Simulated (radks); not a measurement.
Values are calculated unless marked as measured or tabulated.
Species: Pd2+. Configuration: [Kr] 4d8. Code: a radial shooting solver on a logarithmic mesh with Libxc functionals. Model: Dirac Kohn-Sham, exchange-only B88, spin-unpolarised, spherical densities, finite nucleus; open shells fill j = l - 1/2 first; Fermi nuclear charge, rms radius 4.5318 fm. Some entries of the table are withheld. Estimate them.

orbital,occ.,eigenvalue (hartree),<1/r> (bohr^-1)
1s1/2,2,-888.5970,(1)
2s1/2,2,-130.4675,11.09
2p1/2,2,-121.0962,11.07
2p3/2,4,-115.2352,10.43
3s1/2,2,-24.24111,(2)
3p1/2,2,-20.54199,(3)
3p3/2,4,-19.52056,(4)
3d3/2,4,-12.96621,3.444
3d5/2,6,-12.76250,3.404
4s1/2,2,-4.01108,1.469
4p1/2,2,-2.86295,(5)
4p3/2,4,-2.69648,(6)
4d3/2,4,-0.97219,0.9778
4d5/2,4,-0.95293,0.9650
5s1/2,0,-0.71842,(7)
5p1/2,0,-0.50655,0.4036
5p3/2,0,-0.49194,0.3923

Answer. 
(1) 1s1/2 <1/r> (bohr^-1): 48.24
(2) 3s1/2 <1/r> (bohr^-1): 3.862
(3) 3p1/2 <1/r> (bohr^-1): 3.767
(4) 3p3/2 <1/r> (bohr^-1): 3.612
(5) 4p1/2 <1/r> (bohr^-1): 1.348
(6) 4p3/2 <1/r> (bohr^-1): 1.299
(7) 5s1/2 <1/r> (bohr^-1): 0.4897
